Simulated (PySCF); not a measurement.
**[Eu(H2CO)]2+ at several levels of theory**

Computed with PySCF 2.14.0 (density fitting, no spin-orbit coupling) at the geometry relaxed with PBE0:

```xyz
5
[Eu(H2CO)]2+ (singlet in the valence; each metal's 4f electrons, 7 of them, lie in its core potential, out of spins and levels)
Eu    0.0000    0.0000   -0.2930
O     0.0000    0.0000    2.0523
C     0.0000    0.0000    3.2821
H     0.9543    0.0000    3.8449
H    -0.9543    0.0000    3.8449
```

```csv
level,basis,state,HOMO (eV),gap (eV),charge on Eu1 (e),population of f-type functions on Eu1 (polarisation alone where 4f lies in the core),dipole about the centre of mass (D),largest force component (eV/Å)
PBE0,"Eu lcecp-0-SVP with ECP53, O def2-SVP, C def2-SVP, H def2-SVP",singlet,–,–,1.75,0.01,2.13,0.01
TPSSh,the same,singlet,–,–,1.74,0.01,2.16,0.63
BLYP,the same,singlet,–,–,1.70,0.01,2.27,1.14
```

In the lcecp rows the 4f levels are missing from HOMO and gap, and the state counts the valence alone.

Charges are Mulliken's, which hang on the basis. The relaxation used the grid (50, 194), these runs (75, 302) or, all-electron (x2c bases, spin-free X2C Hamiltonian), (99, 590).

**Question.** What does PBE0 with Eu lcecp-0-TZVP with ECP53, O def2-TZVP, C def2-TZVP, H def2-TZVP give here?

**Answer.** state singlet, charge on Eu1 (e) 1.82, population of f-type functions on Eu1 (polarisation alone where 4f lies in the core) 0.02, dipole about the centre of mass (D) 2.17, largest force component (eV/Å) 0.28. Time: 4.9 s on 2 threads of Arm Neoverse V2, with other jobs on the host, from free ions and atoms.

An lcecp potential fixes the number of 4f electrons, so in runs with it no electron can move into or out of that shell.
